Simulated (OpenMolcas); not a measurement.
An atom or ion with 20 electrons was computed by SS-RASPT2, IPEA 0.25 Eh, imaginary shift 0.1 Eh with spin-orbit coupling (OpenMolcas, ANO-RCC-VTZP, DKH2). The lowest levels that the run gave, each within 12 % of the measured value where one is at hand:

```tsv
J	Parity	E (cm⁻¹)	g
2	even	0.0	0.666
3	even	198	1.084
4	even	455	1.251
2	even	8250	1.002
0	even	11140	
1	even	11210	1.501
2	even	11350	1.499
4	even	14900	1.000
0	even	32380	
1	even	37720	0.499
2	even	37850	1.167
3	even	38050	1.334
```

**Question.** Which ion is it, and what are the configurations and terms?

**Answer.** Ti²⁺ (Z = 22, charge +2; active space 2 electrons in 9 orbitals (RAS2 3d 4s; RAS3 4p, at most 2 electrons)). J, parity and g give the terms where levels are pure, and mixed ones are named by the computed weights; the size of the splittings, set against known spectra of the 20-electron sequence, gives the charge. In order, with the measured energies in cm⁻¹ (Corliss and Sugar, J. Phys. Chem. Ref. Data 8, 1 (1979)): 3d² ³F₂, 3d² ³F₃ (185), 3d² ³F₄ (420), 3d² ¹D₂ (8474), 3d² ³P₀ (10538), 3d² ³P₁ (10604), 3d² ³P₂ (10721), 3d² ¹G₄ (14398), 3d² ¹S₀ (32476), 3d 4s ³D₁, 3d 4s ³D₂ (38199), 3d 4s ³D₃ (38426).

CASPT2 does not keep the components of a term degenerate, so their means are used; among the terms shown or strongly mixed into the levels shown the widest spread is 750 cm-1 (3d² ¹G). Terms from blocks run as CI alone lack orbitals of their own. A single d shell beside an s shell can misplace configurations of different d count against each other. Computed and measured levels are paired by configuration, term and J; levels that our copy of the source lacks, or whose pairing is in doubt (as where it misses far off the trend of its configuration), stay unpaired and out of the deviations. Only configurations of the active space appear.
